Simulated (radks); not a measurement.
Values are calculated unless marked as measured or tabulated.
Question: These are the eigenvalues of the occupied orbitals of an atom or ion with whole-number occupations (eV). Level of theory: Dirac Kohn-Sham, LDA (Slater exchange, Perdew-Zunger correlation), spin-unpolarised, spherical densities, point nucleus (a radial shooting solver on a logarithmic mesh with Libxc functionals).

1s1/2: -53553.42
2s1/2: -8914.263
2p1/2: -8480.681
2p3/2: -7681.351
3s1/2: -1983.651
3p1/2: -1794.199
3p3/2: -1628.266
3d3/2: -1301.638
3d5/2: -1265.371
4s1/2: -391.7826
4p1/2: -317.0890
4p3/2: -279.8126
4d3/2: -156.6381
4d5/2: -149.8888
5s1/2: -48.9752
5p1/2: -28.8305
5p3/2: -24.0977
6s1/2: -3.9019
4f5/2: -3.8109
4f7/2: -2.9310

Which element is it, and in what charge state? The configuration may be excited. Open shells, if any, are shared by 2j + 1.

Answer: Z = 66, dysprosium, charge 0: Dy in [Xe] 4f10 6s2. The list shows which subshells hold electrons but not how many an open one holds; the 1s level, -1968.1 hartree, gives Z - s = 62.7 by -(Z - s)^2/2, which with screening and relativity narrows Z to a few neighbours, and the depths of the outer levels then fix element, charge and occupations together.
